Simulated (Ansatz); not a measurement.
Breaking a bond: AlMg (anion, charge -1), lowest triplet found (which spin is the ground state isn't settled by this scan).

- UKS-PBE = unrestricted PBE/aug-cc-pVDZ (Ansatz, an electronic-structure program)
- UKS-CAM-B3LYP = unrestricted CAM-B3LYP/aug-cc-pVDZ in Ansatz
- FCI = full CI/aug-cc-pVDZ, frozen core (Ansatz)

Energies relative to the lowest point of each curve between 2.28 and 3.32 Å, where full CI is lowest, in kJ/mol; the last columns give the error against full CI:

```json
[
 {"R / Å": "1.89", "UKS-PBE": "287.4", "UKS-CAM-B3LYP": "280.4", "FCI": "314.3", "UKS-PBE − FCI": "-26.9", "UKS-CAM-B3LYP − FCI": "-33.9"},
 {"R / Å": "2.05", "UKS-PBE": "155.7", "UKS-CAM-B3LYP": "152.9", "FCI": "174.8", "UKS-PBE − FCI": "-19.0", "UKS-CAM-B3LYP − FCI": "-21.9"},
 {"R / Å": "2.19", "UKS-PBE": "83.6", "UKS-CAM-B3LYP": "83.3", "FCI": "96.7", "UKS-PBE − FCI": "-13.1", "UKS-CAM-B3LYP − FCI": "-13.4"},
 {"R / Å": "2.28", "UKS-PBE": "52.6", "UKS-CAM-B3LYP": "53.5", "FCI": "62.6", "UKS-PBE − FCI": "-10.0", "UKS-CAM-B3LYP − FCI": "-9.1"},
 {"R / Å": "2.40", "UKS-PBE": "25.0", "UKS-CAM-B3LYP": "26.9", "FCI": "31.7", "UKS-PBE − FCI": "-6.6", "UKS-CAM-B3LYP − FCI": "-4.8"},
 {"R / Å": "2.50", "UKS-PBE": "11.2", "UKS-CAM-B3LYP": "13.3", "FCI": "15.6", "UKS-PBE − FCI": "-4.4", "UKS-CAM-B3LYP − FCI": "-2.3"},
 {"R / Å": "2.56", "UKS-PBE": "5.9", "UKS-CAM-B3LYP": "7.9", "FCI": "9.2", "UKS-PBE − FCI": "-3.3", "UKS-CAM-B3LYP − FCI": "-1.3"},
 {"R / Å": "2.64", "UKS-PBE": "1.5", "UKS-CAM-B3LYP": "3.2", "FCI": "3.6", "UKS-PBE − FCI": "-2.1", "UKS-CAM-B3LYP − FCI": "-0.4"},
 {"R / Å": "2.70", "UKS-PBE": "0.0", "UKS-CAM-B3LYP": "1.2", "FCI": "1.3", "UKS-PBE − FCI": "-1.3", "UKS-CAM-B3LYP − FCI": "-0.1"},
 {"R / Å": "2.81", "UKS-PBE": "0.0", "UKS-CAM-B3LYP": "0.0", "FCI": "0.0", "UKS-PBE − FCI": "0.0", "UKS-CAM-B3LYP − FCI": "0.0"},
 {"R / Å": "2.96", "UKS-PBE": "4.1", "UKS-CAM-B3LYP": "0.6", "FCI": "2.7", "UKS-PBE − FCI": "1.4", "UKS-CAM-B3LYP − FCI": "-2.1"},
 {"R / Å": "3.09", "UKS-PBE": "9.9", "UKS-CAM-B3LYP": "0.2", "FCI": "7.4", "UKS-PBE − FCI": "2.6", "UKS-CAM-B3LYP − FCI": "-7.2"},
 {"R / Å": "3.32", "UKS-PBE": "22.0", "UKS-CAM-B3LYP": "3.2", "FCI": "17.8", "UKS-PBE − FCI": "4.2", "UKS-CAM-B3LYP − FCI": "-14.6"}
]
```

UKS-PBE is furthest from FCI at 1.89 (-26.9 kJ/mol, below); its mean absolute error over the points is 7.3 kJ/mol.

UKS-CAM-B3LYP is furthest from FCI at 1.89 (-33.9 kJ/mol, below); its mean absolute error over the points is 8.5 kJ/mol.

The scan ran from 1.89 to 8.94 Å; beyond the distances shown full CI changes its symmetry label. Where the anion isn't bound against loss of the electron, the finite basis alone holds it.
